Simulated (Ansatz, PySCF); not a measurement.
NH3 (SMILES N) and SiH4 (SMILES [SiH4]) are pulled apart as rigid monomers along the line of their centres of mass, from the B3LYP-D3(BJ)/def2-TZVP minimum. Starting geometry (charge 0, multiplicity 1):
```xyz
9

N      0.0695     0.1640    -0.0073
H     -0.7442     0.6433     0.3597
H      0.0378    -0.7928     0.3247
H      0.8905     0.6013     0.3945
Si    -0.0119     0.0308     3.6368
H      1.2233     0.7185     3.1991
H     -0.0453    -0.0233     5.1161
H     -0.0317    -1.3463     3.0951
H     -1.1942     0.7738     3.1464
```

Interaction energies with rigid monomers; basis-set methods are counterpoise corrected unless marked otherwise.

Rows in 6-31G*, STO-3G carry no dispersion term and start afresh at each structure (6-31G* with six Cartesian d functions).

Codes used: Ansatz (a first-principles code) with Gaussian orbitals; PySCF for 6-31G* rows, STO-3G rows, the dispersion terms. 

```
N1···Si5 (Å)  HF/STO-3G (no counterpoise) (meV)  PBE0/def2-TZVPPD (meV)  PBE0-D4/def2-TZVPPD (meV)  M06-2X/6-31G* (no counterpoise) (meV)  wB97X-V/def2-TZVPPD (meV)
------------  ---------------------------------  ----------------------  -------------------------  -------------------------------------  -------------------------
3.28                                      100.0                    25.9                      -14.7                                      ?                       -0.3
3.65                                       24.6                   -12.7                      -45.3                                 -129.2                      -37.9
4.19                                        4.8                   -14.6                      -34.6                                  -79.3                      -30.3
5.11                                        2.1                    -4.7                      -11.3                                  -20.1                       -9.6
6.57                                        0.8                    -0.3                       -0.7                                    0.1                          ?
```

Question: Fill in the missing entries.

Answer: 
- 6.57, wB97X-V/def2-TZVPPD (meV): -1.4
- 3.28, M06-2X/6-31G* (no counterpoise) (meV): -114.1
